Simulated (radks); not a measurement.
Values are calculated unless marked as measured or tabulated.
Sb+, configuration [Kr] 4d10 5s2 5p2 (the NIST ground configuration).

Level of theory: scalar-relativistic Kohn-Sham, LDA (Slater exchange, Perdew-Wang correlation), spin-polarised, spherical densities, point nucleus; open shells are filled with parallel spins first (spin-orbit coupling, left out, can overturn this in heavy ions); hard spherical wall at 2 bohr (a radial shooting solver on a logarithmic mesh with Libxc functionals).

Energy parts (eV):
| part | energy |
|---|---|
| total | -175864.443 |
| kinetic | 185580.027 |
| electron-nucleus | -429281.944 |
| Hartree | 72398.658 |
| exchange-correlation | -4561.184 |

Orbitals (lengths in bohr, moments of r in powers of bohr; r(90%) holds 90 % of the orbital's charge):
1s up: occ. 1; eigenvalue (eV) -30215.34; r(90%) 0.0511; <r^2> 0.001096; <1/r> 54.27
1s down: occ. 1; eigenvalue (eV) -30214.89; r(90%) 0.0511; <r^2> 0.001096; <1/r> 54.27
2s up: occ. 1; eigenvalue (eV) -4555.024; r(90%) 0.190; <r^2> 0.01777; <1/r> 12.40
2s down: occ. 1; eigenvalue (eV) -4554.734; r(90%) 0.190; <r^2> 0.01777; <1/r> 12.40
2p up: occ. 3; eigenvalue (eV) -4085.989; r(90%) 0.174; <r^2> 0.01403; <1/r> 11.91
2p down: occ. 3; eigenvalue (eV) -4085.589; r(90%) 0.174; <r^2> 0.01403; <1/r> 11.91
3s up: occ. 1; eigenvalue (eV) -855.2779; r(90%) 0.488; <r^2> 0.1259; <1/r> 4.406
3s down: occ. 1; eigenvalue (eV) -854.8393; r(90%) 0.488; <r^2> 0.1258; <1/r> 4.406
3p up: occ. 3; eigenvalue (eV) -702.4743; r(90%) 0.496; <r^2> 0.1264; <1/r> 4.194
3p down: occ. 3; eigenvalue (eV) -701.9977; r(90%) 0.496; <r^2> 0.1264; <1/r> 4.194
3d up: occ. 5; eigenvalue (eV) -468.1825; r(90%) 0.484; <r^2> 0.1119; <1/r> 3.962
3d down: occ. 5; eigenvalue (eV) -467.7215; r(90%) 0.484; <r^2> 0.1118; <1/r> 3.962
4s up: occ. 1; eigenvalue (eV) -112.5394; r(90%) 1.17; <r^2> 0.7285; <1/r> 1.723
4s down: occ. 1; eigenvalue (eV) -111.6875; r(90%) 1.17; <r^2> 0.7276; <1/r> 1.722
4p up: occ. 3; eigenvalue (eV) -66.6360; r(90%) 1.26; <r^2> 0.8369; <1/r> 1.570
4p down: occ. 3; eigenvalue (eV) -65.7546; r(90%) 1.26; <r^2> 0.8346; <1/r> 1.572
4d up: occ. 5; eigenvalue (eV) 1.8106; r(90%) 1.41; <r^2> 1.039; <1/r> 1.339
4d down: occ. 5; eigenvalue (eV) 2.8208; r(90%) 1.40; <r^2> 1.033; <1/r> 1.342
4f up: occ. 0; eigenvalue (eV) 75.4807; r(90%) 1.54; <r^2> 1.284; <1/r> 1.055
4f down: occ. 0; eigenvalue (eV) 76.7434; r(90%) 1.53; <r^2> 1.275; <1/r> 1.060
5s up: occ. 1; eigenvalue (eV) 61.9192; r(90%) 1.67; <r^2> 1.719; <1/r> 1.150
5s down: occ. 1; eigenvalue (eV) 63.9044; r(90%) 1.67; <r^2> 1.716; <1/r> 1.152
5p up: occ. 2; eigenvalue (eV) 88.3205; r(90%) 1.69; <r^2> 1.706; <1/r> 1.184
5p down: occ. 0; eigenvalue (eV) 90.3207; r(90%) 1.69; <r^2> 1.705; <1/r> 1.184
5d up: occ. 0; eigenvalue (eV) 133.8288; r(90%) 1.70; <r^2> 1.614; <1/r> 1.253
5d down: occ. 0; eigenvalue (eV) 135.7376; r(90%) 1.70; <r^2> 1.616; <1/r> 1.251
6s up: occ. 0; eigenvalue (eV) 284.0353; r(90%) 1.77; <r^2> 1.638; <1/r> 1.370
6s down: occ. 0; eigenvalue (eV) 285.4508; r(90%) 1.77; <r^2> 1.639; <1/r> 1.370

The highest occupied level is 5p up at 88.321 eV. The configuration is held as typed, so some empty levels lie below it. The density falls to 0.001 e/bohr^3 at r = 1.97 bohr. The pressure on the wall is 17800 GPa. Summed over all electrons, <r^2> = 25.93 bohr^2, which gives a Langevin (diamagnetic) susceptibility term of -20.5 x 10^-6 cm^3/mol.
